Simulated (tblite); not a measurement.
Species: C₃H₁₂SSi₃.
Numbering: `[CH3:1][S:2][C@@H:3]1[CH2:4][Si@H:5]([SiH3:6])[SiH2:7]1` (hydrogens: H8, H9, H10 on C1; H11 on C3; H12, H13 on C4; H14 on Si5; H15, H16, H17 on Si6; H18, H19 on Si7)

A start from a force field or distance geometry was refined with GFN2-xTB geometry optimisation, gas phase in tblite 0.8.0. Values at the start:

```
   coordinate    start
        C1–S2  1.806 Å
        C1–H8  1.098 Å
        S2–C3  1.860 Å
        C3–C4  1.561 Å
       C3–Si7  1.942 Å
       C3–H11  1.101 Å
       C4–Si5  1.921 Å
       C4–H12  1.088 Å
       C4–H13  1.115 Å
      Si5–Si6  2.244 Å
      Si5–Si7  2.239 Å
      Si5–H14  1.489 Å
      Si6–H15  1.491 Å
      Si7–H18  1.493 Å
      Si7–H19  1.485 Å
     C1–S2–C3    96.3°
     S2–C3–C4   110.6°
    S2–C3–Si7   112.2°
    C3–C4–Si5    95.2°
   C3–Si7–Si5    75.9°
    C4–C3–Si7    95.4°
   C4–Si5–Si6   113.9°
  Si6–Si5–Si7   112.2°
  C1–S2–C3–C4     -79°
 S2–C3–C4–Si5    -151°
S2–C3–Si7–Si5     145°
C4–Si5–Si7–C3     -25°
```

Q: How do these coordinates change at the GFN2-xTB level?

A: 
| coordinate | GFN2-xTB (Å or °) | change |
| --- | --- | --- |
| Si5–Si7 | 2.349 | +0.110 |
| Si5–Si6 | 2.315 | +0.071 |
| S2–C3 | 1.822 | -0.038 |
| Si6–H15 | 1.466 | -0.025 |
| Si7–H18 | 1.468 | -0.025 |
| C4–H13 | 1.090 | -0.025 |
| C3–C4 | 1.537 | -0.024 |
| Si7–H19 | 1.464 | -0.021 |
| C4–Si5 | 1.934 | +0.013 |
| C1–H8 | 1.086 | -0.012 |
| C1–S2 | 1.817 | +0.011 |
| C3–Si7 | 1.932 | -0.010 |
| C3–H11 | 1.092 | -0.009 |
| Si5–H14 | 1.481 | -0.008 |
| C4–H12 | 1.092 | +0.004 |
| Si6–Si5–Si7 | 128.4 | +16.2 |
| C4–C3–Si7 | 102.0 | +6.6 |
| C3–C4–Si5 | 100.6 | +5.4 |
| C1–S2–C3 | 100.1 | +3.8 |
| S2–C3–C4 | 113.8 | +3.2 |
| S2–C3–Si7 | 113.5 | +1.3 |
| C4–Si5–Si6 | 114.9 | +1.0 |
| C3–Si7–Si5 | 76.9 | +1.0 |
| C4–Si5–Si7–C3 | -10 | +15 |
| S2–C3–C4–Si5 | -138 | +13 |
| S2–C3–Si7–Si5 | 136 | -9 |
| C1–S2–C3–C4 | -70 | +9 |

The energy falls by 61.1 kJ/mol over 119 L-BFGS steps, the largest force on an atom goes from 1.99 to 0.008 eV/Å, and the atoms move by 0.356 Å rms after alignment. The bond that changes most is Si5–Si7 (SiH silicon to SiH2 silicon), which lengthens by 0.110 Å. Bonds longer at the end by more than 0.005 Å: 4 of 19; shorter: 14. Among the dihedrals that turn most is C4–C3–Si7–H19, from -80° to -103°. Rotational constants go from 2643, 579.7, 535.5 to 2203, 582.6, 517.8 MHz.

Time: 2.0 s. Hardware: one thread of an Arm Neoverse N1 (shared host).

Its GFN2-xTB frequencies are all real (lowest 28 cm⁻¹). One conformer, not necessarily the lowest. 3 starts were optimised and ended at 0.00, 0.25 and 0.29 kcal/mol (GFN2-xTB); the lowest of these is shown.

All values are computed, not measured.
